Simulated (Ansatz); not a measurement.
Reactions of FGeHO, SMILES `[OH][Ge][F]`.

Calculated with Ansatz (gas phase, PBE0-D4/def2-TZVP geometries, no zero-point term in ΔE). CBS: MP2 limit from def2 TZ/QZ plus the TZ coupled-cluster correction, frozen cores. This one scheme is used for every species. For Ge outer-core shells are correlated without core-valence functions, which leaves a few kJ/mol of doubt a bond. Scalar relativity is left out up to krypton. One conformer a species, not always the lowest.

Question: Order these by ΔE at CCSD(T)/CBS, lowest first. (An estimate is asked.)
A. `[OH][Ge][F]` + H₂ → `[F][GeH]` + H₂O
B. `[OH][Ge][F]` + CH₃SH → `C[S][Ge][F]` + H₂O
C. `[OH][Ge][F]` + CH₄ → `[CH3][Ge][OH]` + H–F

Answer: B (-0.3 kcal/mol), A (+25.9 kcal/mol), C (+35.9 kcal/mol).

Largest T1 diagnostic: 0.015, for `[OH][Ge][F]`.
